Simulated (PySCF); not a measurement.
# Radial density of C²⁺ (carbon, charge +2)

LDA, [He] 2s2, closed-shell 1S. Computed with PySCF 2.14 in def2-SVP, with no relativity, point nucleus.

```json
{"r (bohr)": "0.00455", "4πr²ρ (e/bohr)": "0.03022"}
{"r (bohr)": "0.00765", "4πr²ρ (e/bohr)": "0.08429"}
{"r (bohr)": "0.0129", "4πr²ρ (e/bohr)": "0.2295"}
{"r (bohr)": "0.0216", "4πr²ρ (e/bohr)": "0.5915"}
{"r (bohr)": "0.0364", "4πr²ρ (e/bohr)": "1.390"}
{"r (bohr)": "0.0612", "4πr²ρ (e/bohr)": "2.941"}
{"r (bohr)": "0.103", "4πr²ρ (e/bohr)": "5.059"}
{"r (bohr)": "0.173", "4πr²ρ (e/bohr)": "6.315"}
{"r (bohr)": "0.291", "4πr²ρ (e/bohr)": "4.531"}
{"r (bohr)": "0.490", "4πr²ρ (e/bohr)": "1.562"}
{"r (bohr)": "0.825", "4πr²ρ (e/bohr)": "1.193"}
{"r (bohr)": "1.39", "4πr²ρ (e/bohr)": "1.437"}
{"r (bohr)": "2.33", "4πr²ρ (e/bohr)": "0.3155"}
{"r (bohr)": "3.92", "4πr²ρ (e/bohr)": "0.004532"}
```
